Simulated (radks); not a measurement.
Results of a calculation; reference values are marked as such.
Excited configurations of Co+: one electron is placed in a higher orbital outside [Ar] 3d7. The ground configuration is [Ar] 3d8. Level of theory: non-relativistic Kohn-Sham, r2SCAN, spin-polarised, spherical densities, point nucleus; open shells are filled with parallel spins first; meta-GGA in the generalised Kohn-Sham scheme (a radial shooting solver on a logarithmic mesh with Libxc functionals). Excitation = E - E(ground); binding = E(ion) - E, where the ion is the core of charge +2; n* = 2/sqrt(2 binding) in atomic units, and the quantum defect is n - n*.

| outer orbital | excitation (eV) | binding (eV) | n* | quantum defect | eigenvalue (eV) | <r> (bohr) |
|---|---|---|---|---|---|---|
| 4d | 11.791 | 5.810 | 3.061 | 0.939 | -4.179 | 5.549 |
| 5s | 10.630 | 6.971 | 2.794 | 2.206 | -5.578 | 6.048 |
| 5p | 12.174 | 5.426 | 3.167 | 1.833 | -4.300 | 7.302 |
| 6d | 15.367 | 2.234 | 4.936 | 1.064 | -1.765 | 17.35 |
| 7f | 16.417 | 1.184 | 6.780 | 0.220 | -0.950 | 32.84 |

The Delta-SCF ionisation energy is 17.601 eV (NIST Atomic Spectra Database: 17.084 eV, measured). Self-interaction in the functional shifts the binding energies and quantum defects, so they are the method's values and not measured ones. Open shells are spherical and high-spin; term and fine-structure splittings are not resolved.
